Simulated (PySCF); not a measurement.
A calculated (B2PLYP, PySCF 2.14, x2c-TZVPPall, the spin-free X2C one-electron Hamiltonian (Gaussian nucleus)) atom or ion has these occupied shells.

```tsv
shell	electrons	orbital energy (eV)	rms radius, mean of both spins (bohr)
1s α	1	-61383.7	0.0223
1s β	1	-61383.6	0.0223
2s α	1	-10482.1	0.0901
2s β	1	-10482.0	0.0901
2p α	3	-9261.4	0.0815
2p β	3	-9261.3	0.0815
3s α	1	-2405.0	0.231
3s β	1	-2404.3	0.231
3p α	3	-2031.8	0.232
3p β	3	-2031.0	0.232
3d α	5	-1564.8	0.212
3d β	5	-1564.0	0.212
4s α	1	-500.47	0.519
4s β	1	-498.82	0.519
4p α	3	-376.00	0.552
4p β	3	-374.29	0.552
4d α	5	-207.96	0.603
4d β	5	-205.91	0.603
5s α	1	-72.949	1.28
5s β	1	-71.793	1.28
5p α	3	-42.193	1.52
5p β	3	-40.985	1.52
4f α	7	-23.325	0.829
4f β	6	-22.108	0.829
6s α	1	-11.555	3.65
5d α	1	-10.646	2.73
```

(1) Name the element and its charge.

Results:

(1) Yb⁺ (ytterbium, charge +1), in [Xe] 4f13 5d1 6s1, one real determinant (an excited configuration).
